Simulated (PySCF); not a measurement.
**Correlation energy of Cu (copper, neutral)**

Starting occupation: [Ar] 3d10 4d1, 4d5/2 with m_j = +5/2. Calculation: PySCF 2.14, in x2c-SVPall-2c with one added diffuse shell each of s, d type (6s5p4d1f, 48 functions); X2C-1e with screened-nucleus spin-orbit coupling, Gaussian nucleus. Frozen: [Ne]; 19 electrons correlated; the 6 highest virtual spinors left out.

MP2 pair energies summed by pair of shells (mhartree):

| pair | energy | share (%) |
| --- | --- | --- |
| 3d3/2-3d5/2 | -141.44 | 35.1 |
| 3d5/2-3d5/2 | -96.48 | 24.0 |
| 3d3/2-3d3/2 | -40.08 | 10.0 |
| 3d5/2-3p3/2 | -29.69 | 7.4 |
| 3d3/2-3p3/2 | -20.27 | 5.0 |
| 3d5/2-3p1/2 | -15.35 | 3.8 |
| 3p1/2-3p3/2 | -14.66 | 3.6 |
| 3p3/2-3p3/2 | -14.20 | 3.5 |
| 3d3/2-3p1/2 | -9.61 | 2.4 |
| 3d5/2-3s1/2 | -6.48 | 1.6 |
| 3d3/2-3s1/2 | -4.31 | 1.1 |
| 3p1/2-3p1/2 | -3.47 | 0.9 |
| 3p3/2-3s1/2 | -2.88 | 0.7 |
| 3p1/2-3s1/2 | -1.43 | 0.4 |
| 3s1/2-3s1/2 | -1.38 | 0.3 |
| 3d5/2-4d5/2 | -0.42 | 0.1 |
| 3d3/2-4d5/2 | -0.27 | 0.1 |
| 3p3/2-4d5/2 | -0.03 | 0.0 |
| 3p1/2-4d5/2 | -0.02 | 0.0 |
| 3s1/2-4d5/2 | -0.01 | 0.0 |

Total MP2 correlation energy: -402.46 mhartree.

This basis was not built for core-valence correlation, so the inner-shell part is incomplete.
